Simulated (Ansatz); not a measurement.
Start from `[NH2][Ga]([Cl])[Cl]` and change one atom or group to get `[Cl][GaH][Cl]`.

Ansatz, PBE0-D4/def2-TZVP geometries, multiplicity 1. Each molecule was computed in one conformer, which needn't be the lowest.

Scalar relativity is left out up to krypton.

```
                                      property  `[NH2][Ga]([Cl])[Cl]`
           HOMO–LUMO gap (PBE/def2-TZVPP) / eV                   4.69
         HOMO energy (ωB97M-V/def2-TZVPP) / eV                 -10.44
           LUMO energy (B3LYP/def2-TZVPP) / eV                  -1.35
         HOMO–LUMO gap (B3LYP/def2-TZVPP) / eV                   6.46
          HOMO–LUMO gap (PBE0/def2-TZVPP) / eV                   7.05
size of the dipole moment (PBE/def2-TZVPP) / D                   2.62
```

(1) What does the change do to each property? (Best estimate.)

Results:

(1) Ansatz gave: 
```
                                      property  `[Cl][GaH][Cl]`  shift
           HOMO–LUMO gap (PBE/def2-TZVPP) / eV             5.24   0.55
         HOMO energy (ωB97M-V/def2-TZVPP) / eV           -11.39  -0.95
           LUMO energy (B3LYP/def2-TZVPP) / eV            -1.99  -0.64
         HOMO–LUMO gap (B3LYP/def2-TZVPP) / eV             6.87   0.41
          HOMO–LUMO gap (PBE0/def2-TZVPP) / eV             7.43   0.38
size of the dipole moment (PBE/def2-TZVPP) / D             1.58  -1.04
```

With PBE0 the HOMO falls by 1.09 eV and the LUMO falls by 0.72 eV, so the gap widens by about 0.37 eV. PBE moves the HOMO by -1.09 eV and ωB97M-V by -0.95 eV. The zero-point energy changes by -48.2 kJ/mol with -6 modes. Dipoles are sizes alone; their direction can turn.

B3LYP here is the variant with VWN-RPA as its local correlation; programs differ in this.
